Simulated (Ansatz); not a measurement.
Mulliken charges of GaH5SSi (`S[SiH2][GaH2]`) from ωB97M-V/def2-TZVPP in Ansatz (PBE0-D4/def2-TZVP geometry).

```
atom   x (Å)   y (Å)   z (Å)  charge (e)
  S1  -2.104   0.384   0.021      -0.264
 Si2  -0.037   1.024  -0.031       0.101
 Ga3   1.086  -1.067   0.324       0.111
  H4  -1.983  -0.488  -0.995       0.126
  H5   0.263   1.757  -1.293      -0.017
  H6   0.045   1.991   1.095      -0.005
  H7   1.026  -2.134  -0.831      -0.027
  H8   1.704  -1.468   1.710      -0.026
```

Question: By hand: the dipole of these point charges (1 e Å = 4.8032 D).

Answer: Σ q r = (0.346, -0.122, -0.104) e Å, of length 0.381 e Å = 1.83 D.

Question: How does the dipole of the full density compare? (An estimate is asked.)

Answer: The calculation gave: (0.232, -0.023, -0.120) e Å, 1.26 D; the point charges give 1.45 times that, at 17° from its direction.

Point charges leave out the atoms' own dipoles, such as those of lone pairs, and Mulliken's split depends on the basis, so the two needn't agree.
